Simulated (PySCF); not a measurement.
Simulation results for H5NOSi2, FH4NSi2, H9NSi3, CH5NSi2

Computed with PySCF 2.14.0. Calculation on a computer-drawn molecule: optimised geometry and harmonic frequencies of an isolated molecule of the commonest isotopes, restricted reference for singlets and unrestricted otherwise, frozen core in MP2.

Common to all runs: charge 0; multiplicity 1; method HF; basis cc-pV(D+d)Z.

(1) H5NOSi2

Start structure:
```xyz
9
H5NOSi2
N      0.7856    -0.3631     1.4765
Si     0.7146     0.5770     0.0473
O      0.5837    -0.5944    -1.1361
Si     0.0036    -1.2718    -2.5676
H      0.8007     0.2060     2.3088
H      1.2877    -1.1787     1.4538
H      1.8405     1.3649    -0.4031
H     -0.5120     1.4009     0.0730
H     -0.9855    -0.2677    -2.8802
```

| Property | Result |
| --- | --- |
| rotational constants | 16.66, 2.01, 1.906 GHz |
| total energy | -710.1691 hartree |
| convergence status largest gradient component | 2.53e-05 hartree/bohr |

Drawn bonds:
```
atom  other atom  order
   1           2      1
   2           3      1
   3           4      1
   1           5      1
   1           6      1
   2           7      1
   2           8      1
   4           9      1
```

Optimised structure:
```xyz
9
H5NOSi2
N      0.8998    -0.1251     1.5195
Si     0.8223     0.5235    -0.0563
O      0.6997    -0.6151    -1.2596
Si    -0.1087    -1.2074    -2.5651
H      0.0757    -0.5017     1.9493
H      1.7109    -0.6387     1.8099
H      2.0696     1.2648    -0.3102
H     -0.3691     1.3906    -0.1322
H     -1.2812    -0.2177    -2.5830
```

Modes:
```
frequency (cm⁻¹)  reduced mass (dalton)
           40.07                  2.594
           126.1                  3.627
           183.6                  1.517
             248                  1.091
           304.7                  2.682
             457                  1.695
           599.9                  1.376
           629.5                  4.035
             858                  1.105
           891.3                  3.809
           954.6                  1.158
           976.8                  1.288
            1004                  1.487
            1026                  1.192
            1078                  3.077
            1695                  1.114
            2039                  1.044
            2334                  1.047
            2347                  1.034
            3773                  1.051
            3863                  1.095
```

(2) FH4NSi2

Start structure:
```xyz
8
FH4NSi2
N     -0.4145     2.5977    -2.1161
Si     0.8230     2.3335    -0.8503
Si     1.5354     0.1552    -1.0326
F      3.1829     0.2367    -0.7797
H     -1.2616     2.0428    -2.0416
H     -0.1136     2.6194    -3.0149
H      0.0301     2.3826     0.3738
H      1.5164     3.6932    -0.9396
```

| Quantity | Value |
| --- | --- |
| rotational constants | 12.19, 2.028, 1.792 GHz |
| total energy | -734.1128 hartree |
| convergence status largest gradient component | 3.17e-05 hartree/bohr |

Drawn bonds:
```
atom  other atom  order
   1           2      1
   2           3      1
   3           4      1
   1           5      1
   1           6      1
   2           7      1
   2           8      1
```

Optimised structure:
```xyz
8
FH4NSi2
N     -0.5645     2.6500    -2.0729
Si     0.7519     2.2762    -1.0065
Si     1.9322     0.1687    -1.3850
F      2.9893     0.3740    -0.1467
H     -1.4052     2.1051    -2.0168
H     -0.3665     2.8659    -3.0327
H      0.2132     2.2468     0.3788
H      1.7476     3.3744    -1.1192
```

Modes:
```
frequency (cm⁻¹)  reduced mass (dalton)
           48.91                  3.666
           103.4                  1.075
           112.8                  5.958
           234.9                  7.253
           344.6                  1.263
           413.3                  2.292
             471                  2.323
           720.4                  1.011
           829.7                  11.42
           844.4                  4.248
           908.1                  1.232
             977                   1.23
           981.7                  1.099
            1697                  1.106
            2272                  1.029
            2276                  1.052
            3763                  1.051
            3852                  1.094
```

(3) H9NSi3

Start structure:
```xyz
13
H9NSi3
N     -0.9283     0.0696    -3.9331
Si    -1.6511     0.5488    -2.3805
Si    -3.7342    -0.3038    -2.4549
Si    -0.3328     0.1854    -0.5471
H     -0.0460     0.4789    -4.2514
H     -0.9040    -0.8987    -4.0630
H     -1.6649     2.0526    -2.6486
H     -4.6655     0.1261    -3.5278
H     -4.4661     0.1178    -1.1731
H     -3.8131    -1.8060    -2.3714
H     -0.9506     0.6011     0.7298
H      0.9778     0.7333    -0.5207
H     -0.0847    -1.2745    -0.3297
```

| Quantity | Value |
| --- | --- |
| rotational constants | 3.66, 1.88, 1.368 GHz |
| total energy | -926.5143 hartree |
| convergence status largest gradient component | 2.875e-05 hartree/bohr |

Drawn bonds:
```
atom  other atom  order
   1           2      1
   2           3      1
   2           4      1
   1           5      1
   1           6      1
   2           7      1
   3           8      1
   3           9      1
   3          10      1
   4          11      1
   4          12      1
   4          13      1
```

Optimised structure:
```xyz
13
H9NSi3
N     -0.8752     0.0504    -3.9603
Si    -1.6120     0.6127    -2.4882
Si    -3.7867    -0.3148    -2.3520
Si    -0.3713     0.1409    -0.5155
H     -0.0092     0.4712    -4.2465
H     -0.8297    -0.9397    -4.1206
H     -1.7237     2.0907    -2.5887
H     -4.6379     0.1657    -3.4672
H     -4.4272     0.0577    -1.0661
H     -3.7138    -1.7971    -2.4223
H     -1.0322     0.7133     0.6848
H      0.9999     0.7068    -0.6102
H     -0.2445    -1.3270    -0.3186
```

Modes:
```
frequency (cm⁻¹)  reduced mass (dalton)
           88.17                  1.047
           101.5                  1.835
           109.2                  1.507
           163.2                  1.771
           171.4                  2.917
           201.3                  1.327
           380.7                  5.401
           446.8                  2.237
           459.2                  1.215
           495.2                   1.19
           564.5                  1.456
           575.8                  1.386
             604                    1.3
           760.5                  1.108
           830.4                  1.138
           844.6                  4.343
           963.3                  1.141
           976.1                  1.157
            1005                  1.148
            1020                  1.036
            1023                  1.036
            1025                   1.04
            1029                   1.05
            1701                  1.103
            2275                   1.04
            2282                  1.045
            2285                  1.043
            2289                  1.043
            2291                  1.032
            2299                  1.045
            2305                  1.033
            3752                  1.051
            3841                  1.094
```

(4) CH5NSi2

Start structure:
```xyz
9
CH5NSi2
N     -0.5569    -0.2446     2.2677
Si    -0.0785     0.0902     0.6480
C     -0.9418    -0.6306    -0.7911
Si    -2.6704    -1.2632    -0.9209
H     -1.4232    -0.7596     2.4250
H     -0.4501     0.4473     2.9782
H      1.1818     0.8221     0.7815
H     -0.3920    -0.5060    -1.7061
H     -3.0595    -1.1540     0.4961
```

| Item | Value |
| --- | --- |
| rotational constants | 10.66, 2.484, 2.015 GHz |
| total energy | -673.0477 hartree |
| convergence status largest gradient component | 1.493e-05 hartree/bohr |

Drawn bonds:
```
atom  other atom  order
   1           2      1
   2           3      2
   3           4      1
   1           5      1
   1           6      1
   2           7      1
   3           8      1
   4           9      1
```

Optimised structure:
```xyz
9
CH5NSi2
N     -0.7513    -0.0962     2.2045
Si    -0.1680     0.0091     0.6418
C     -0.9299    -0.5218    -0.8009
Si    -2.5627    -1.3229    -0.8940
H     -1.6393    -0.4994     2.4326
H     -0.2438     0.2393     2.9984
H      1.1548     0.6552     0.7064
H     -0.3730    -0.3565    -1.7211
H     -2.8774    -1.3050     0.6107
```

Modes:
```
frequency (cm⁻¹)  reduced mass (dalton)
           148.1                  2.704
           177.2                  4.741
           308.6                  1.251
           324.9                  3.578
           359.4                  1.099
           490.6                  1.319
           676.4                  1.134
           682.5                  3.941
           777.8                   1.15
           817.1                  1.091
           910.1                  1.773
           957.5                  1.731
           966.9                  1.416
            1084                  1.909
            1229                   2.29
            1668                  1.133
            2015                  1.042
            2359                  1.042
            3290                  1.086
            3795                   1.05
            3904                  1.099
```
